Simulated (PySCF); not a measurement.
**Continuum solvent and chemical shifts**

Molfile (atoms numbered from 1):
```
C6H15OP
     RDKit          3D

 23 22  0  0  0  0  0  0  0  0999 V2000
   -2.9144    0.8625    0.1571 C   0  0  0  0  0  0  0  0  0  0  0  0
   -2.4254   -0.4147    0.8224 C   0  0  0  0  0  0  0  0  0  0  0  0
   -1.0215   -0.3431    1.4351 C   0  0  1  0  0  0  0  0  0  0  0  0
   -0.6279   -1.6775    2.0619 C   0  0  0  0  0  0  0  0  0  0  0  0
    0.1774    0.1389    0.1302 P   0  0  2  0  0  5  0  0  0  0  0  0
    0.0141   -0.6259   -1.1504 O   0  0  0  0  0  0  0  0  0  0  0  0
    1.8514    0.0538    0.8443 C   0  0  0  0  0  0  0  0  0  0  0  0
    2.8965    0.5202   -0.1602 C   0  0  0  0  0  0  0  0  0  0  0  0
   -2.3357    1.0842   -0.7531 H   0  0  0  0  0  0  0  0  0  0  0  0
   -2.8430    1.7314    0.8316 H   0  0  0  0  0  0  0  0  0  0  0  0
   -3.9667    0.7633   -0.1475 H   0  0  0  0  0  0  0  0  0  0  0  0
   -3.1231   -0.7137    1.6236 H   0  0  0  0  0  0  0  0  0  0  0  0
   -2.4267   -1.2317    0.0819 H   0  0  0  0  0  0  0  0  0  0  0  0
   -0.9935    0.4568    2.1992 H   0  0  0  0  0  0  0  0  0  0  0  0
   -0.5116   -2.4498    1.2851 H   0  0  0  0  0  0  0  0  0  0  0  0
   -1.4119   -2.0178    2.7563 H   0  0  0  0  0  0  0  0  0  0  0  0
    0.3124   -1.6160    2.6294 H   0  0  0  0  0  0  0  0  0  0  0  0
   -0.0111    1.5546    0.0241 H   0  0  0  0  0  0  0  0  0  0  0  0
    1.8713    0.6470    1.7749 H   0  0  0  0  0  0  0  0  0  0  0  0
    2.0240   -0.9987    1.1215 H   0  0  0  0  0  0  0  0  0  0  0  0
    2.8043   -0.0518   -1.0952 H   0  0  0  0  0  0  0  0  0  0  0  0
    2.7721    1.5863   -0.4073 H   0  0  0  0  0  0  0  0  0  0  0  0
    3.9149    0.3845    0.2326 H   0  0  0  0  0  0  0  0  0  0  0  0
  1  2  1  0
  2  3  1  0
  3  4  1  0
  3  5  1  0
  5  6  2  0
  5  7  1  0
  7  8  1  0
  1  9  1  0
  1 10  1  0
  1 11  1  0
  2 12  1  0
  2 13  1  0
  3 14  1  1
  4 15  1  0
  4 16  1  0
  4 17  1  0
  5 18  1  6
  7 19  1  0
  7 20  1  0
  8 21  1  0
  8 22  1  0
  8 23  1  0
M  END
```

GIAO PBE0/pcSseg-1 in PySCF 2.14 on one PBE0-D3(BJ)/def2-SVP conformer, non-relativistic, equivalent nuclei averaged. Solvents enter as an IEF-PCM continuum (chloroform with ε = 4.7) around the gas-phase geometry. Shifts are referred to TMS computed in the same medium.

Gas phase, δ in ppm: C3 37.9, C2 28.1, C7 23.5, C4 15.3, C1 13.8, C8 8.2, H18 6.97, H13 1.88, H20 1.57, H21/H22/H23 1.32, H12 1.30, H9/H10/H11 1.18, H15/H16/H17 1.07, H14 0.75. Dipole moment 3.86 D.

**Question.** How does each δ change in the continuum?

**Answer.** 
| atoms | environment | Δδ, chloroform |
| --- | --- | --- |
| C3 | sp3 CH bonded to P | +0.5 |
| C2 | sp3 CH2 | +0.5 |
| C7 | sp3 CH2 bonded to P | +0.3 |
| C4 | methyl carbon | +0.4 |
| C1 | methyl carbon | +0.5 |
| C8 | methyl carbon | +0.4 |
| H18 | hydrogen on a phosphorus bonded to 2 C, O | +0.01 |
| H13 | hydrogen on an sp3 CH2 | -0.20 |
| H20 | hydrogen on an sp3 CH2 bonded to P | +0.15 |
| H21/H22/H23 | hydrogen on a methyl carbon | -0.02 |
| H12 | hydrogen on an sp3 CH2 | +0.13 |
| H9/H10/H11 | hydrogen on a methyl carbon | -0.02 |
| H15/H16/H17 | hydrogen on a methyl carbon | +0.03 |
| H14 | hydrogen on an sp3 CH bonded to P | +0.27 |

Changes are relative to the gas phase. The dipole moment becomes 4.92 D in chloroform.

**Question.** Which of the listed nuclei move most (in ppm), and what does the model miss? (N and O are left out, as their reference compounds move with the solvent too.)

**Answer.** C3 (sp3 CH bonded to P, +0.5 ppm) and C2 (sp3 CH2, +0.5 ppm) and C1 (methyl carbon, +0.5 ppm) in chloroform. A continuum only polarises the solute; specific hydrogen bonds, the anisotropy of aromatic solvents and changes of geometry or conformer are outside it.
